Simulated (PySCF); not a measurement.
**Whose spectrum? (silsesquioxane)**

All values: TDA B3LYP/def2-SVP, gas phase, PySCF SCF with an in-house response code, fitting set def2-universal-JFIT up to Ne and JKFIT beyond, grid level 1 (kernel 0), vertical, one conformer each, geometries GFN2-xTB; core orbitals frozen in the response, virtual orbitals above 1.5 Eh left out. The lowest 6 singlets were sought, and the brightest is taken among them. The runs took 20 to 40 CPU minutes each on shared server CPUs.

Some members have dark charge-transfer states, which this functional places too low. Without diffuse functions Rydberg states are missing, so unbound LUMOs, wide gaps and states within about 2 eV of the ionisation energy come out too high, and electron affinities are rough.

One system has its HOMO at -8.18 eV, its LUMO at -0.19 eV and these singlet states:

```csv
state,eV,f
S1,7.34,0.003
S2,7.34,0.033
S3,7.35,0.036
S4,7.47,0.000
S5,7.68,0.004
S6,7.70,0.036
```

(1) Which is it?
A. CC[Si@@]12O[Si@]3(O)O[Si@@]4(O)O[Si@@]5(CC)O[Si@@](CC)(O3)O[Si@@](CC)(O1)O[Si@](CC)(O5)O[Si@](CC)(O4)O2 (C12H32O14Si8)
B. CC[Si@@]12O[Si@@]3(O)O[Si@]4(O)O[Si@@]5(O)O[Si@@](O)(O[Si@@](O)(O4)O1)O[Si@](CC)(O[Si@](O)(O5)O3)O2 (C4H16O18Si8)
C. CC[Si@]12O[Si@@]3(O)O[Si@]4(O)O[Si@]5(O)O[Si@](O)(O3)O[Si@](CC)(O1)O[Si@@](CC)(O5)O[Si@@](CC)(O4)O2 (C8H24O16Si8)

(2) How do the candidates compare?

Answers

(1) C.

(2) 
```
                                                                                                 system  HOMO / eV  LUMO / eV  S1 / eV  f(S1)  brightest state sought / eV
    CC[Si@@]12O[Si@@]3(O)O[Si@]4(O)O[Si@@]5(O)O[Si@@](O)(O[Si@@](O)(O4)O1)O[Si@](CC)(O[Si@](O)(O5)O3)O2      -8.23      -0.35     7.23  0.020                         7.40
CC[Si@@]12O[Si@]3(O)O[Si@@]4(O)O[Si@@]5(CC)O[Si@@](CC)(O3)O[Si@@](CC)(O1)O[Si@](CC)(O5)O[Si@](CC)(O4)O2      -8.07      -0.02     7.39  0.000                         7.54
    CC[Si@]12O[Si@@]3(O)O[Si@]4(O)O[Si@]5(O)O[Si@](O)(O3)O[Si@](CC)(O1)O[Si@@](CC)(O5)O[Si@@](CC)(O4)O2      -8.18      -0.19     7.34  0.003                         7.35
```
